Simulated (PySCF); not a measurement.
HoSi: frontier orbitals

PBE0 at R = 2.841 Å; Ho x2c-SVPall, Si x2c-SVPall; spin-free X2C with a Gaussian nucleus (PySCF 2.14). State: octet, about 10.6 electrons in the 4f shell (Mulliken), real f orbitals that mix terms, a second solution, started from another occupation. Only the outer orbitals are listed, counted within each symmetry.

```csv
spin,orbital,occ.,ε (eV),on Ho (%),main shells (%)
α,17σ,1,-6.03,41,"55 Si p, 37 Ho s"
α,9π,1,-5.09,21,"79 Si p, 15 Ho d"
α,9π,1,-5.07,20,"79 Si p, 15 Ho d"
α,18σ,1,-4.33,81,"53 Ho s, 19 Ho d, 18 Si p"
α,19σ,0,-1.17,91,"66 Ho d, 23 Ho p"
α,4δ,0,-1.13,100,99 Ho d
α,4δ,0,-1.12,100,100 Ho d
β,16σ,1,-7.89,99,99 Ho f
β,1φ,1,-7.54,100,100 Ho f
β,3δ,1,-7.37,100,100 Ho f
β,3δ,1,-4.80,93,"61 Ho f, 31 Ho s"
β,17σ,0,-2.83,87,"47 Ho s, 39 Ho f, 12 Si p"
β,8π,0,-1.68,41,"59 Si p, 33 Ho d"
β,8π,0,-1.67,40,"60 Si p, 34 Ho d"
```

Q: Which are the highest filled and the lowest empty level, where do they sit, and how wide is the gap?

A: Highest filled α 18σ at -4.33 eV (in %: 53 Ho s, 19 Ho d, 18 Si p); lowest empty β 17σ at -2.83 eV (in %: 47 Ho s, 39 Ho f, 12 Si p); the gap at PBE0 is 1.50 eV.

```json
{"bond order (Mayer)": "1.30", "⟨S²⟩": "15.758", "charge on Ho (Mulliken, basis-dependent)": "0.26", "charge on Ho (Löwdin, basis-dependent)": "0.03", "dipole moment (positive dipole means Ho(−)Si(+))": "-4.40 D"}
```

Spin–orbit coupling is left out.
